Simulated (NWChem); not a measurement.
System: C₄H₆O; SMILES C(C1CC1)=O

```xyz
11

O     -0.5840     1.6783     0.0000
C      0.5079     1.1420     0.0000
C      0.7124    -0.3273     0.0000
C     -0.3153    -1.1785    -0.7435
C     -0.3153    -1.1785     0.7435
H      1.4369     1.7536     0.0000
H      1.7453    -0.6645     0.0000
H      0.0593    -2.0498    -1.2726
H     -1.1021    -0.6248    -1.2474
H      0.0593    -2.0498     1.2726
H     -1.1021    -0.6248     1.2474
```
Atoms are numbered in this order, from 1.

Computed with NWChem. Pople sets run with spherical d functions. Coordinates come from a B3LYP/6-31G* (spherical d) optimisation. Level: B3LYP/6-31G* with SMD (1 M gas to 1 M solution), gas-phase geometry.

### Question
Predict the results for solvent toluene. Quantities: solvation free energy (kcal/mol); cavity-dispersion-structure term (kcal/mol); dipole in solution (D).

### Answer
| Property | Value |
|---|---|
| solvation free energy (kcal/mol) | -5.0 |
| cavity-dispersion-structure term (kcal/mol) | -2.8 |
| dipole in solution (D) | 3.07 |
